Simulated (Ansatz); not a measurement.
Species: sum formula SiOCl3 (charge 0, doublet). It need not be the lowest isomer of its formula. 
Coordinates optimised at B3LYP-D3(BJ)/def2-TZVP (Ansatz, a quantum-chemistry and plane-wave program):
```xyz
5

Si     0.2165    -0.0547     0.1416
Cl     0.5229     1.6018    -0.9990
Cl    -0.1825    -1.6878    -0.9945
Cl    -1.3064     0.2075     1.4565
O      1.6739    -0.1626     0.8933
```
Charge 0, spin multiplicity 2.

Quantity: atomisation energy (electronic, to ground-state atoms), in kcal/mol. Valence correlation only, unless marked. UHF or UKS for open shells. Spin-orbit coupling is left out. Non-relativistic unless marked X2C. The coupled-cluster limit lacks core correlation, which all-electron functionals hold. CBS marks a two-point X^-3 extrapolation of the correlation energy; Hartree-Fock from the larger set (for Q and 5 zeta extrapolated as (X+1)exp(-9√X)).

| level | program | atomisation energy (kcal/mol) | minus last row |
|---|---|---|---|
| B97M-V/def2-TZVPD | Ansatz | 397.1 | 8.0 |
| B3LYP-D3(BJ)/def2-TZVPD | Ansatz + dftd3 | 378.4 | -10.7 |
| r2SCAN0/def2-TZVPD | Ansatz | 382.1 | -7.0 |
| CAM-B3LYP-D4/def2-TZVPD | Ansatz + dftd4 | 379.4 | -9.7 |
| MP2/STO-3G | Ansatz | 305.2 | -83.9 |
| SCS-MP2/6-31G* | Ansatz | 337.2 | -51.9 |
| SCS-MP2/cc-pV(Q+d)Z | Ansatz | 386.9 | -2.2 |
| SCS-MP2/cc-pV(5+d)Z | Ansatz | 392.0 | 2.9 |
| X2C-CCSD(T)/cc-pVTZ-DK | Ansatz | 360.2 | -28.9 |
| CCSD(T)/CBS(cc-pV(Q+d)Z,cc-pV(5+d)Z) | Ansatz | 389.1 | 0.0 |
